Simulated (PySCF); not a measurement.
CHCl2FOSi, SMILES O=C[Si](F)(Cl)Cl. Atoms are numbered in the order given.

```xyz
7

O     -2.3139    -1.0186    -0.7412
C     -1.8632    -0.0712    -0.1334
Si     0.0179     0.0808     0.3046
F      0.1803     0.1712     1.9237
Cl     1.0574    -1.5408    -0.3886
Cl     0.7275     1.8415    -0.4963
H     -2.5237     0.7938     0.1956
```
Charge 0, spin multiplicity 1.

Coordinates come from a PBE-D3(BJ)/def2-SVP optimisation. This is a generated structure with no PubChem entry under its InChIKey; it may be hypothetical. Other conformers were not sampled.

Level of theory: PBE-D3(BJ)/def2-SVP in PySCF 2.14.0.

Frequencies are harmonic and unscaled.

```
mode  ν (cm⁻¹)  IR (km/mol)    moving atoms (share of kinetic energy)
----  --------  -----------  ----------------------------------------
1           30          7.2    O 51 %, Cl 14 %, H 13 %, C 10 %, F 9 %
2           98          3.3                           Cl 43 %, O 40 %
3          134          0.8           Cl 39 %, C 23 %, H 17 %, F 17 %
4          181          2.2                  Cl 51 %, Si 19 %, F 14 %
5          228          7.4                    F 54 %, Cl 26 %, O 8 %
6          241         22.6  F 41 %, Cl 23 %, C 12 %, Si 12 %, O 10 %
7          374          5.3  O 30 %, Cl 24 %, Si 19 %, F 15 %, C 12 %
8          477         72.9                  Cl 45 %, C 24 %, Si 18 %
9          612        168.9                          Si 64 %, Cl 29 %
10         712         58.8                    Si 46 %, C 38 %, H 9 %
11         835         18.4                    H 47 %, C 33 %, F 12 %
12         899        127.9                    F 43 %, Si 42 %, H 9 %
13        1330         20.5                            H 83 %, C 11 %
14        1756        104.5                            C 57 %, O 42 %
15        2742        114.8                                    H 92 %
```
